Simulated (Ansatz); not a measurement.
Relaxation of AlFH5NSi (9 atoms, charge 0, multiplicity 1), to a largest force component of 0.015 eV/Å in at most 40 steps.

These are results of RKS PBE0/6-31G* (Ansatz 0.2.0), not measurements.

```xyz
9
Properties=species:S:1:pos:R:3
F -2.321 -0.320 0.811
Si -1.342 0.501 -0.174
N 0.295 0.336 0.387
Al 1.015 -0.076 1.984
H -1.463 -0.151 -1.465
H -1.785 1.882 -0.048
H 0.951 0.614 -0.339
H 1.941 0.911 2.723
H 0.695 -1.419 2.667
```

**Question.** Where does it end, and by what steps?

**Answer.** It converged. After 21 steps the energy has fallen by 0.538 eV; H7 moved furthest, 1.81 Å.

| step | energy less start (eV) | largest force component (eV/Å) | accepted |
| --- | --- | --- | --- |
| 0 | 0.0000 | 1.172 | yes |
| 1 | -0.1936 | 0.457 | yes |
| 2 | -0.2599 | 0.615 | yes |
| 3 | -0.3339 | 0.307 | yes |
| 4 | -0.3698 | 0.161 | yes |
| 5 | -0.3871 | 0.171 | yes |
| 6 | -0.3943 | 0.124 | yes |
| 7 | -0.4007 | 0.165 | yes |
| 8 | -0.4083 | 0.321 | yes |
| 9 | -0.4135 | 0.288 | yes |
| 10 | -0.4461 | 0.185 | yes |
| 11 | -0.4607 | 0.509 | yes |
| 12 | -0.4751 | 0.353 | yes |
| 13 | -0.4993 | 0.217 | yes |
| 14 | -0.5193 | 0.180 | yes |
| 15 | -0.5205 | 0.474 | yes |
| 16 | -0.5317 | 0.107 | yes |
| 17 | -0.5360 | 0.029 | yes |
| 18 | -0.5371 | 0.028 | yes |
| 19 | -0.5371 | 0.045 | no |
| 20 | -0.5375 | 0.017 | yes |
| 21 | -0.5376 | 0.013 | yes |

```xyz
9
Properties=species:S:1:pos:R:3
F -2.700 0.759 0.778
Si -1.357 0.430 -0.056
N 0.074 0.830 0.809
Al 1.178 -0.285 1.694
H -1.323 -1.032 -0.307
H -1.455 1.223 -1.310
H 0.300 1.820 0.847
H 2.431 0.366 2.424
H 0.839 -1.834 1.666
```

Run time: 88 s on 1 CPU thread of a shared host.
